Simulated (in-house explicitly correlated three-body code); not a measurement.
Computed with an exponentially correlated three-body code. Model: two electrons around a point charge, non-relativistic, variational in 260 exponentially correlated functions (energies converged to about 1e-7 hartree, or 1e-8 relative for large Z).

For two electrons in a singlet the Kohn-Sham orbital is the square root of half the density, so the exact Kohn-Sham potential and energy parts follow from the density alone, and exchange is minus half the Hartree energy. The Kohn-Sham level equals minus the binding energy of the second electron.

Command:
```bash
python run_hyl.py task.json out
```
Settings (lengths in bohr, energies in hartree):
```
Z                      2.26
interaction_strength   1
functions              260
states_tried           13
```

Run time, properties included: 37 s on 1 thread of Intel(R) Xeon(R) Platinum 8375C CPU @ 2.90GHz (Ice Lake), on a shared host.

**Converged states only, values per electron or pair.**

Given: nuclear charge 2.26.

| term | mean r (bohr) | mean r squared (bohr²) | mean inverse r (1/bohr) | mean r12 (bohr) | mean inverse r12 (1/bohr) | mean cosine | mean p1 dot p2 (bohr⁻²) | delta r1 (bohr⁻³) | delta r12 (bohr⁻³) |
| --- | --- | --- | --- | --- | --- | --- | --- | --- | --- |
| 1 1S | 0.79966 | 0.87816 | 1.9482 | 1.2166 | 1.1074 | -0.057256 | 0.19258 | 2.7175 | 0.17673 |
| 2 3S | 2.148 | 8.0038 | 1.3176 | 3.7224 | 0.31939 | -0.015041 | 0.0099981 | 1.92 | - |
| 2 1S | 2.4537 | 10.775 | 1.2976 | 4.3125 | 0.3081 | -0.01504 | 0.012639 | 1.9025 | 0.016703 |
| 2 3P | ? | ? | ? | ? | ? | ? | ? | ? | - |
| 2 1P | 2.3487 | 10.031 | 1.2851 | 4.096 | 0.3087 | -0.0010063 | 0.083178 | 1.8397 | 0.0017819 |
| 3 3S | 4.8232 | 46.147 | 1.2083 | 9.0178 | 0.14265 | -0.0041871 | 0.0026224 | 1.8585 | - |
| 3 1S | 5.2928 | 56.184 | 1.2029 | 9.9517 | 0.13871 | -0.0045305 | 0.0035664 | 1.8553 | 0.004782 |
| 3 3P | 5.0604 | 51.954 | 1.2027 | 9.4955 | 0.14459 | -0.012045 | -0.030471 | 1.8305 | - |
| 3 1P | 5.3408 | 58.057 | 1.1993 | 10.045 | 0.13822 | -9.9519e-05 | 0.02572 | 1.8379 | 0.00060982 |
| 4 3S | 8.6888 | 157.48 | 1.1728 | 16.732 | 0.0801 | -0.0016905 | 0.0010406 | 1.8456 | - |
| 4 1S | 9.3241 | 182.22 | 1.1706 | 18.001 | 0.07833 | -0.0019014 | 0.0014673 | 1.8445 | 0.0019758 |
| 4 3P | ? | ? | ? | ? | ? | ? | ? | ? | - |
| 4 1P | 9.5235 | 191.89 | 1.1691 | 18.399 | 0.078017 | -2.1288e-05 | 0.010978 | 1.8375 | 0.00026939 |

What belongs in the row 2 3P?

mean r (bohr): 2.1619; mean r squared (bohr²): 8.4149; mean inverse r (1/bohr): 1.2968; mean r12 (bohr): 3.7617; mean inverse r12 (1/bohr): 0.33145; mean cosine: -0.043252; mean p1 dot p2 (bohr⁻²): -0.11114; delta r1 (bohr⁻³): 1.8132.

What belongs in the row 4 3P?

mean r (bohr): 9.1492; mean r squared (bohr²): 176.86; mean inverse r (1/bohr): 1.1705; mean r12 (bohr): 17.655; mean inverse r12 (1/bohr): 0.08064; mean cosine: -0.0049345; mean p1 dot p2 (bohr⁻²): -0.012393; delta r1 (bohr⁻³): 1.8344.

**Electric-dipole lines between converged S and P states, rate of the upper state's decay.**

```json
{"s state": "1 1S", "p state": "2 1P", "p minus s (eV)": "29.911", "oscillator strength from s": "0.33637", "rate (1/s)": "4.3529e+09"}
{"s state": "1 1S", "p state": "3 1P", "p minus s (eV)": "32.87", "oscillator strength from s": "0.08671", "rate (1/s)": "1.3551e+09"}
{"s state": "1 1S", "p state": "4 1P", "p minus s (eV)": "33.909", "oscillator strength from s": "0.034914", "rate (1/s)": "5.8064e+08"}
{"s state": "2 1S", "p state": "2 1P", "p minus s (eV)": "0.77726", "oscillator strength from s": "0.3135", "rate (1/s)": "2.7395e+06"}
{"s state": "2 1S", "p state": "3 1P", "p minus s (eV)": "3.7363", "oscillator strength from s": "0.1888", "rate (1/s)": "3.8123e+07"}
{"s state": "2 1S", "p state": "4 1P", "p minus s (eV)": "?", "oscillator strength from s": "?", "rate (1/s)": "?"}
{"s state": "3 1S", "p state": "2 1P", "p minus s (eV)": "-2.7415", "oscillator strength from s": "-0.12463", "rate (1/s)": "4.0645e+07"}
{"s state": "3 1S", "p state": "3 1P", "p minus s (eV)": "0.21758", "oscillator strength from s": "0.526", "rate (1/s)": "360190"}
{"s state": "3 1S", "p state": "4 1P", "p minus s (eV)": "1.256", "oscillator strength from s": "0.18615", "rate (1/s)": "4.2476e+06"}
{"s state": "4 1S", "p state": "2 1P", "p minus s (eV)": "-3.9077", "oscillator strength from s": "-0.023127", "rate (1/s)": "1.5324e+07"}
{"s state": "4 1S", "p state": "3 1P", "p minus s (eV)": "-0.94861", "oscillator strength from s": "-0.26592", "rate (1/s)": "1.0383e+07"}
{"s state": "4 1S", "p state": "4 1P", "p minus s (eV)": "0.089817", "oscillator strength from s": "0.72304", "rate (1/s)": "84367"}
{"s state": "2 3S", "p state": "2 3P", "p minus s (eV)": "?", "oscillator strength from s": "?", "rate (1/s)": "?"}
{"s state": "2 3S", "p state": "3 3P", "p minus s (eV)": "4.6841", "oscillator strength from s": "0.10369", "rate (1/s)": "3.2905e+07"}
{"s state": "2 3S", "p state": "4 3P", "p minus s (eV)": "5.795", "oscillator strength from s": "0.036959", "rate (1/s)": "1.7952e+07"}
{"s state": "3 3S", "p state": "2 3P", "p minus s (eV)": "-2.8731", "oscillator strength from s": "-0.17056", "rate (1/s)": "6.1096e+07"}
{"s state": "3 3S", "p state": "3 3P", "p minus s (eV)": "0.36788", "oscillator strength from s": "0.75207", "rate (1/s)": "1.4722e+06"}
{"s state": "3 3S", "p state": "4 3P", "p minus s (eV)": "1.4788", "oscillator strength from s": "0.092002", "rate (1/s)": "2.9101e+06"}
{"s state": "4 3S", "p state": "2 3P", "p minus s (eV)": "-4.2059", "oscillator strength from s": "-0.028022", "rate (1/s)": "2.151e+07"}
{"s state": "4 3S", "p state": "3 3P", "p minus s (eV)": "-0.9649", "oscillator strength from s": "-0.36128", "rate (1/s)": "1.4596e+07"}
{"s state": "4 3S", "p state": "4 3P", "p minus s (eV)": "0.14604", "oscillator strength from s": "1.0284", "rate (1/s)": "317260"}
```

What belongs in the row 2 1S 4 1P?

p minus s (eV): 4.7747; oscillator strength from s: 0.058072; rate (1/s): 1.9149e+07.

What belongs in the row 2 3S 2 3P?

p minus s (eV): 1.4431; oscillator strength from s: 0.4535; rate (1/s): 1.3659e+07.

**Exact Kohn-Sham parts of the ground state from its density.**

Computed: total energy -3.84921351 hartree; Hartree energy 2.3753 hartree; exchange energy -1.1877 hartree; DFT correlation energy -0.042572 hartree; kinetic part of the DFT correlation energy 0.037723 hartree; potential part of the DFT correlation energy -0.080294 hartree; exact minus restricted Hartree-Fock -0.04253 hartree; Kohn-Sham level -35.25 eV; dipole polarisability 0.7457 bohr³; C6 of two such species 0.58551 hartree·bohr⁶.

What is the restricted Hartree-Fock level?

-35.621 eV.

What is the Kohn-Sham kinetic?

3.8115 hartree.

**Functionals on the exact density and self-consistent, errors are functional minus exact, hybrids only self-consistent, a dash where a self-consistent run leaves the top level unbound.**

| result | exchange error (millihartree) | correlation error (millihartree) | functional driven error (millihartree) | density driven error (millihartree) | self consistent total error (millihartree) | top level plus exact binding (eV) |
| --- | --- | --- | --- | --- | --- | --- |
| revTPSS | -4.0318 | -4.3182 | -8.35 | -0.16147 | -8.5114 | 9.6316 |
| PW91 | 11.6 | -4.7242 | 6.876 | -1.0482 | 5.8278 | 10.367 |
| AM05 | 126.23 | -61.136 | 65.097 | -1.2215 | 63.876 | 10.939 |
| r2SCAN0 | - | - | - | - | 0.020009 | 6.9296 |
| PBE0 | - | - | - | - | 10.751 | 7.6161 |
| RPBE | ? | ? | ? | ? | ? | ? |
| HSE06 | - | - | - | - | 9.2271 | 8.0193 |
| LDA VWN5 | ? | ? | ? | ? | ? | ? |
| BP86 | 1.4183 | -1.4273 | -0.0090046 | -0.68566 | -0.69467 | 10.369 |
| PBE | 15.228 | -0.29187 | 14.936 | -1.0083 | 13.928 | 10.496 |

What belongs in the row RPBE?

exchange error (millihartree): -5.1692; correlation error (millihartree): -0.29187; functional driven error (millihartree): -5.4611; density driven error (millihartree): -1.115; self consistent total error (millihartree): -6.5761; top level plus exact binding (eV): 10.414.

What belongs in the row LDA VWN5?

exchange error (millihartree): 164.62; correlation error (millihartree): -76.977; functional driven error (millihartree): 87.643; density driven error (millihartree): -1.7981; self consistent total error (millihartree): 85.845; top level plus exact binding (eV): 10.872.

The density-driven part is never positive, since each functional's own density lowers its energy. Here it is small beside the functional-driven part (median ratio 0.068), the normal case. The correlation energy of density-functional theory lies 0.041 millihartree below exact minus Hartree-Fock, because the Hartree-Fock density, unlike the exact one, minimises the Hartree-Fock energy.
